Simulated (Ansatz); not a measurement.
`O[SiH2][AlH][Cl]` + `CNC` → `C[N](C)[AlH][Cl]` + `O[SiH3]` at 600 K and 1 bar (cleavage of the Al–Si bond).

Calculated with Ansatz (gas phase, PBE0-D4/def2-TZVP geometries, no zero-point term in ΔE). CBS: MP2 limit from def2 TZ/QZ plus the TZ coupled-cluster correction, frozen cores. Each species was taken in one conformer, which may not be the lowest.

```json
{"species": "`O[SiH2][AlH][Cl]`", "CCSD(T)/CBS energy (Eh)": "-1068.55078", "H − E (kJ/mol)": "162.6", "S (J/(mol·K))": "452.1"}
{"species": "`CNC`", "CCSD(T)/CBS energy (Eh)": "-135.00321", "H − E (kJ/mol)": "284.6", "S (J/(mol·K))": "333.5"}
{"species": "`C[N](C)[AlH][Cl]`", "CCSD(T)/CBS energy (Eh)": "-836.90351", "H − E (kJ/mol)": "303.8", "S (J/(mol·K))": "451.1"}
{"species": "`O[SiH3]`", "CCSD(T)/CBS energy (Eh)": "-366.69042", "H − E (kJ/mol)": "135.7", "S (J/(mol·K))": "307.9"}
```

H − E and S are ideal-gas, rigid-rotor, harmonic terms from PBE0-D4/def2-TZVP, for one conformer and one mirror image of each species. 1 Eh = 2625.50 kJ/mol, R = 8.31446 J/(mol·K).

By hand: ΔE, ΔH, ΔS and ΔG.

ΔE = (-836.90351) + (-366.69042) − (-1068.55078) − (-135.00321) = -0.03994 Eh = -104.9 kJ/mol. Δ(H − E) = 303.8 + 135.7 − 162.6 − 284.6 = -7.7, so ΔH = -112.6 kJ/mol. ΔS = 451.1 + 307.9 − 452.1 − 333.5 = -26.6 J/(mol·K). ΔG = -112.6 − 600 × (-26.6)/1000 = -96.6 kJ/mol.

By hand: the equilibrium constant, and the temperature at which ΔG would vanish if ΔH and ΔS stayed fixed.

log₁₀ K = −ΔG/(RT ln 10) = 8.4. ΔG = 0 at ΔH/ΔS = 4233 K, far beyond where these terms or the molecules hold.

ΔH outweighs TΔS. A doubt of 5 kJ/mol in ΔE shifts log₁₀ K by 0.4 here. Other conformers and mirror images would add mixing entropy, several J/(mol·K) or more a flexible species. Modes under 60 cm⁻¹, often nearly free rotors, make the harmonic entropy too high. These are equilibria of isolated gas molecules and say nothing of rates. Largest T1 diagnostic: 0.011 (customary marks: 0.02 for closed shells, 0.045 for open ones).
